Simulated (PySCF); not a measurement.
Correlation energy of I⁺ (iodine, charge +1)

[Kr] 4d10 5s1 5p5, high-spin 3P determinant (an excited configuration). Calculation: PySCF 2.14, in aug-cc-pVQZ-DK3 (9s8p6d3f2g, 102 functions); the spin-free X2C one-electron Hamiltonian (Gaussian nucleus). Frozen: [Kr] 4d10; 6 electrons correlated.

```csv
level,correlation energy (mhartree)
CCSD,-180.64
(T),-19.77
CCSD(T),-200.41
```

Diagnostics: T1 = 0.020, D1 = 0.0371, largest double amplitude 0.207.

Problem. Is a single reference adequate?

Solution. Not fully. A double-excitation amplitude exceeds 0.15, a sign of near-degeneracy.
